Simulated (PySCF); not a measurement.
W(O)2(NH2)2 (H4N2O2W), SMILES [NH2][W]([NH2])(=[O])=[O], multiplicity 1.

Coordinates come from a B3LYP-D3(BJ)/def2-SVP optimisation. The multiplicity is an assumed one; other spin states were not compared. The def2 effective core potentials stand for the cores of W; spin–orbit coupling is left out. One conformer was computed; it need not be the lowest.

All values below come from B3LYP-D3(BJ)/def2-SVP (PySCF).

Frequencies are harmonic and unscaled.

```csv
mode,ν (cm⁻¹),IR (km/mol),Raman (Å⁴/amu),depolarisation,moving atoms (share of kinetic energy)
1,152,0.0,3.0,0.75,"H 52 %, O 28 %, N 20 %"
2,209,1.2,1.3,0.75,"N 38 %, O 27 %, H 22 %, W 13 %"
3,212,3.9,3.8,0.75,"N 70 %, H 21 %, W 8 %"
4,235,10.1,1.0,0.75,"O 68 %, N 13 %, W 13 %"
5,296,0.4,2.5,0.71,O 89 %
6,324,0.0,1.5,0.75,"H 64 %, O 29 %"
7,343,0.8,0.4,0.75,H 98 %
8,428,117.4,0.2,0.75,"H 78 %, N 21 %"
9,447,292.4,3.0,0.72,"H 77 %, N 21 %"
10,647,0.0,1.2,0.75,"H 80 %, N 19 %"
11,653,13.0,0.2,0.75,"H 79 %, N 18 %"
12,691,149.0,1.7,0.75,"N 74 %, H 13 %, W 13 %"
13,704,37.9,25.3,0.12,"N 79 %, H 14 %"
14,982,212.2,4.5,0.75,"O 86 %, W 12 %"
15,1016,65.0,27.3,0.02,O 95 %
16,1510,54.0,8.0,0.75,"H 89 %, N 11 %"
17,1512,15.3,11.9,0.44,"H 89 %, N 11 %"
18,3547,159.5,68.8,0.75,H 96 %
19,3551,45.5,220.0,0.03,H 96 %
20,3645,0.0,96.9,0.75,"H 91 %, N 9 %"
21,3645,97.1,32.9,0.75,"H 91 %, N 9 %"
```
